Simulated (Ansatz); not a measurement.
Energy profile

The step: CH₄ClIn ([CH3][InH][Cl]) → CH₃In ([CH3][In]) + HCl; bonds formed: Cl2–H3; bonds broken: In1–Cl2, In1–H3 (atoms numbered as in the saddle structure below).

In1  (-0.910, -0.443, -0.495)
Cl2  (0.447, -2.842, -0.476)
H3  (-1.067, -2.158, -0.965)
C4  (0.230, 1.162, 0.371)
H5  (0.427, 0.930, 1.420)
H6  (1.183, 1.244, -0.156)
H7  (-0.309, 2.107, 0.301)
(Å)

Electronic energies by CCSD(T) at an estimated basis limit (MP2 extrapolated from triple and quadruple zeta, plus CCSD(T) − MP2 in triple zeta), on PBE0-D4/def2-TZVP structures; CH$_{4}$ClIn, closed shell; no counterpoise correction. Computed with Ansatz 0.2.0 (basis: def2-TZVPP and def2-QZVPP); correlated methods freeze the cores. Filled d shells of the heavier atoms are correlated. Core potentials replace the inner electrons of the atoms past krypton. The def2 sets are not built for correlating such inner shells, so the correlated values are less sure here. Extrapolation: Hartree–Fock as exp(−7.88 √X), correlation as X^−2.97.

Q: Give the profile in kJ/mol, counted from the start structure. (To be estimated.)

A: Computed:
```json
{"point": "start structure", "kJ/mol": "0.0"}
{"point": "saddle", "kJ/mol": "184.2"}
{"point": "end structure", "kJ/mol": "112.4"}
{"point": "separated: CH$_{3}$In (linked as [CH3][In]; In1, C4, H5, H6, H7; singlet) + HCl (Cl2, H3; singlet)", "kJ/mol": "127.2"}
```

The T1 diagnostic stays at or below 0.017. The restricted Hartree–Fock reference is unstable towards an unrestricted one at one or more of these structures.

For scale, one of the runs: CCSD(T)/def2-TZVPP, 179 basis functions, launched by `ansatz run in.yaml --threads 2 --pin off --events-out ev --progress --plain --max-ram 4352MiB`. Hardware: 2 CPU threads of an Intel Xeon 6975P-C, shared host. Wall time 26 s; peak host memory 1.9 GiB.
